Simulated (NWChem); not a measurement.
C4H7O, doublet; SMILES [CH]1CCOC1

```xyz
12

C     -1.2139     0.2665    -0.0390
C     -0.1279     1.2669     0.1415
C      1.1006     0.4134    -0.1905
O      0.7655    -0.8976     0.1979
C     -0.6057    -1.0941    -0.0637
H     -2.2836     0.4754    -0.0749
H     -0.2258     2.1558    -0.5041
H     -0.0828     1.6366     1.1865
H      2.0129     0.7096     0.3477
H      1.3124     0.4625    -1.2789
H     -1.0156    -1.7822     0.7001
H     -0.7595    -1.5929    -1.0491
```
Atoms are numbered in this order, from 1.

Computed with NWChem. Pople sets run with spherical d functions. Spin-unrestricted. The geometry was optimised at PBE0/def2-SVP, spin-unrestricted. No stability test was run on the SCF state.

**Question.** Among these, which level gives the highest value of “highest occupied level (eV)”?
A) PBE0/STO-3G
B) PBE0/6-31+G*
C) PBE0/3-21G
D) PBE0/6-31G*

**Answer.** A, PBE0/STO-3G. Values: PBE0/6-31+G* -5.63; PBE0/6-31G* -5.45; PBE0/3-21G -5.43; PBE0/STO-3G -3.73
